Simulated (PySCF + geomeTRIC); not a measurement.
Level of theory: BP86-D3(BJ)/def2-SVP (PySCF + geomeTRIC). fastk is a local helper that only speeds up exchange builds. No frequencies were computed at this level.

```python
import json, numpy as np
from pyscf import gto, dft
from fastk import lowrank_exchange
atoms = """
Hf     0.000149     0.000600     0.001177
Br    -1.374565     0.934006    -1.858094
Br     0.106653     1.649433     1.864247
Br     2.304153    -0.470398    -0.826120
Br    -1.036391    -2.113641     0.818791
"""
def scf(charge, spin, dm0=None):
    mol = gto.M(atom=atoms, basis='def2-svp', ecp={'Hf': 'def2-svp'}, charge=charge, spin=spin, verbose=3, max_memory=10080)
    mf = dft.KS(mol, xc='bp86').density_fit(auxbasis="def2-universal-jkfit")
    mf.disp = 'd3bj'
    mf.grids.level = 3
    mf.conv_tol = 1e-8
    mf.max_cycle = 120
    mf.level_shift = 0.25
    mf.kernel(dm0)
    if not mf.converged:
        mf = mf.newton().run(mf.mo_coeff, mf.mo_occ).undo_soscf()
    return mf
mf = scf(0, 0)
from pyscf.geomopt.geometric_solver import kernel as optimize
path = []
done, mol = optimize(mf, maxsteps=120, assert_convergence=False, callback=lambda env: path.append((env["energy"], bool(env["g_scanner"].converged))))
res = dict(converged=bool(done and path[-1][1]), energy=path[-1][0], path=[e for e, c in path], xyz=mol.atom_coords(unit="Angstrom").tolist(), nao=mol.nao)
json.dump(res, open("result.json", "w"))
```

Output:

```
converged SCF energy = -10344.9036813373
Geometry optimization cycle 1
converged SCF energy = -10344.903681334
cycle 1: E = -10344.9036813  dE = -10344.9  norm(grad) = 0.00537698
Geometry optimization cycle 2
converged SCF energy = -10344.9037380996
cycle 2: E = -10344.9037381  dE = -5.67656e-05  norm(grad) = 0.00336776
Geometry optimization cycle 3
converged SCF energy = -10344.9037753152
cycle 3: E = -10344.9037753  dE = -3.72157e-05  norm(grad) = 0.000100035
Geometry optimization cycle 4
converged SCF energy = -10344.9037759921
cycle 4: E = -10344.903776  dE = -6.76815e-07  norm(grad) = 8.31074e-05
<class 'geometric.internal.Distance'> : 4
<class 'geometric.internal.Angle'> : 6
<class 'geometric.internal.TranslationX'> : 1
<class 'geometric.internal.TranslationY'> : 1
<class 'geometric.internal.TranslationZ'> : 1
<class 'geometric.internal.RotationA'> : 1
<class 'geometric.internal.RotationB'> : 1
<class 'geometric.internal.RotationC'> : 1
Step    0 : Gradient = 2.405e-03/2.935e-03 (rms/max) Energy = -10344.9036813340
Step    1 : Displace = 1.334e-02/1.583e-02 (rms/max) Trust = 1.000e-01 (=) Grad = 1.506e-03/1.799e-03 (rms/max) E (change) = -10344.9037380996 (-5.677e-05) Quality = 0.377
Step    2 : Displace = 5.163e-03/6.132e-03 (rms/max) Trust = 1.000e-01 (=) Grad = 4.474e-05/6.897e-05 (rms/max) E (change) = -10344.9037753152 (-3.722e-05) Quality = 1.013
Step    3 : Displace = 1.933e-04/2.855e-04 (rms/max) Trust = 1.414e-01 (+) Grad = 3.717e-05/4.864e-05 (rms/max) E (change) = -10344.9037759921 (-6.768e-07) Quality = 3.091
Converged! =D
```

Cost: about 4 core-minutes (a rough figure).
